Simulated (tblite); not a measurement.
C₂H₉FSSi₂.
Cartesian coordinates in Å at the GFN2-xTB level; atoms count from 1:
```xyz
15
C2H9FSSi2 angstrom
F      0.3237   -2.0916   -0.1743
C     -0.2861   -0.9276   -0.6459
C      0.7824    0.0892   -1.0179
Si     2.0469    0.4723    0.3580
Si    -1.5600   -0.3812    0.6732
S     -2.3203    1.4879   -0.0670
H     -0.8208   -1.2481   -1.5524
H      1.3240   -0.2831   -1.8914
H      0.2757    1.0039   -1.3298
H      3.0965    1.2933   -0.2480
H      1.3862    1.2271    1.4280
H      2.6047   -0.7709    0.8838
H     -2.6609   -1.3384    0.7241
H     -0.9465   -0.1778    1.9787
H     -3.2500    1.6529    0.8591
```

Method: GFN2-xTB as coded in tblite; computed harmonic values from a numerical Hessian at the method's own geometry, unscaled. Against measured fundamentals such values can be off by several per cent, at times by over 20. Modes of hydrogen on silicon and sulfur can be 10 to 20 % off. One conformer, not necessarily the lowest.

Harmonic wavenumbers (cm⁻¹): 28.9, 56.3, 108.1, 134.5, 157.4, 165.9, 255.0, 291.3, 418.4, 496.3, 510.8, 520.5, 534.6, 604.8, 646.9, 670.3, 713.4, 742.0, 766.0, 772.3, 781.8, 796.7, 803.4, 954.9, 1074.1, 1152.1, 1203.0, 1274.2, 1308.1, 1470.7, 2238.4, 2266.8, 2294.4, 2298.9, 2324.0, 2480.8, 2863.4, 2956.8, 2985.2.

A = 2380, B = 1089, C = 874.4 MHz; mass 139.995 u (most abundant isotopes); point group C1, symmetry number 1.

Q: What is the zero-point energy?

A: ½Σν̃ = 21061 cm⁻¹ = 60.22 kcal/mol.

Q: What is S at 500 K and 1 bar for an ideal gas of classical rigid rotors and harmonic oscillators?

A: Translation 43.32, rotation 30.88, vibration 50.84: S = 125.0 cal/(mol K).

Q: And Cp and H(500 K) − H(0)?

A: Cp = 52.27 cal/(mol K), of which vibrations give 44.32 (their classical limit is 39 R = 77.5); H(500 K) − H(0) = 16.42 kcal/mol without the zero-point energy, 12.44 from vibrations.

Q: What must be added to the electronic energy to get the Gibbs energy at 500 K and 1 bar?

A: ZPE + [H(500 K) − H(0)] − T·S = 60.22 + 16.42 − 62.52 = 14.12 kcal/mol.

Q: How do the functions run with temperature in this model?

A: 
```tsv
T (K)	S (cal/(mol K))	Cp (cal/(mol K))	H − H(0) (kcal/mol)	G − H(0) (kcal/mol)	ln q(vib)
100	71.8	19.3	1.37	-5.81	2.31
200	88.1	29.1	3.78	-13.83	5.13
300	101.8	38.8	7.19	-23.34	7.85
800	152.4	64.0	34.01	-87.90	20.07
1000	167.2	69.0	47.34	-119.90	24.22
```

q(vib) and H(0) count from the zero-point level.

Hindered rotation and anharmonicity are outside this model. Other conformers, if any are populated, would add a mixing term that is left out. The structure is chiral; the term R ln 2 for an equal mix with its mirror image is left out.
